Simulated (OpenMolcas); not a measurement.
## Computed transition rates of As II

```
Program             : OpenMolcas
Method              : SS-CASPT2, IPEA 0.25 Eh, imaginary shift 0.1 Eh (closed shells correlated: 3d)
Basis               : ANO-RCC [9s8p6d4f2g]
Scalar Hamiltonian  : DKH2, point nucleus
Active space        : 4 electrons in 8 orbitals (4s 4p 5s 5p)
State averaging     : 2S+1 = 3 even, 3 roots; 2S+1 = 1 even, 6 roots; 2S+1 = 5 odd, 1 root; 2S+1 = 3 odd, 9 roots; 2S+1 = 1 odd, 8 roots
Spin-orbit coupling : state interaction with AMFI integrals over the reference wave functions, term energies averaged over their components
```

Rates come from the transition moments of the reference wave functions (E1 and E2 in the length form). At fixed line strength A goes as λ^-3 for E1 and M1 and as λ^-5 for E2, so a rate at the computed wavelength can be rescaled to the measured one. Measured vacuum wavelengths follow from level energies in NIST Handbook of Basic Atomic Spectroscopic Data. Branching counts decays inside the model space alone, at computed energies, and the table is only a selection of the E2 and M1 lines, drawn from those between levels with measured partners whose computed energy lies within a factor of 1.5 of the measured one.

| Upper | Lower | Type | λ computed (nm) | λ measured (nm) | A computed (s-1) | A rescaled (s-1) | Branching % |
| --- | --- | --- | --- | --- | --- | --- | --- |
| 4s² 4p² ¹S₀ | 4s² 4p² ³P₁ | M1 | 476.5 | 464.4 | 4.32e+00 |  | 67.6 |
| 4s² 4p² ¹S₀ | 4s² 4p² ¹D₂ | E2 | 829.7 | 799.8 | 1.90e+00 | 2.28e+00 | 29.7 |
| 4s² 4p² ¹D₂ | 4s² 4p² ³P₂ | M1 | 1307 | 1324 | 3.07e-01 |  | 64.5 |
| 4s² 4p² ¹S₀ | 4s² 4p² ³P₂ | E2 | 507.5 | 498.6 | 1.70e-01 |  | 2.7 |
| 4s² 4p² ¹D₂ | 4s² 4p² ³P₁ | M1 | 1120 | 1107 | 1.66e-01 |  | 34.8 |
| 4s² 4p² ³P₂ | 4s² 4p² ³P₁ | M1 | 7799 | 6767 | 2.81e-02 | 4.30e-02 | 99.9 |
| 4s² 4p² ³P₁ | 4s² 4p² ³P₀ | M1 | 11170 | 9403 | 1.29e-02 | 2.16e-02 | 100.0 |
| 4s² 4p² ¹D₂ | 4s² 4p² ³P₂ | E2 | 1307 | 1324 | 2.48e-03 |  | 0.5 |

Spin-changing lines and M1 lines between different terms are not rescaled, since their strength hangs on the term gaps too.

The largest correction is for 4s² 4p² ³P₁ → 4s² 4p² ³P₀ (M1): 1.29e-02 × (11170 / 9403)^3 = 2.16e-02 s-1, a factor of 1.68.

No measured rate stands beside these. Rescaling mends the energy factor alone: line strengths can still be far off where a level mixes with configurations outside the active space, and weak or spin-changing lines hang on small mixing coefficients that depend on the term gaps too, so rescaling need not improve them.

CASPT2 breaks the degeneracy within a term, and the mean is taken; among the terms shown or strongly mixed into the levels shown the widest spread is 53 cm-1 (4s² 4p² ¹D). Over all roots computed the reference weight is 0.83 to 0.97; the roots of lowest weight are the least certain, and an intruder state may touch them. The run also gave levels led by 4s² 4p 5s, which use shells meant for correlation; these and all levels above them are left out. Computed and measured levels are paired by configuration, term and J; levels that our copy of the source lacks, or whose pairing is in doubt (as where it misses far off the trend of its configuration), stay unpaired. Levels of configurations outside the active space are missing.
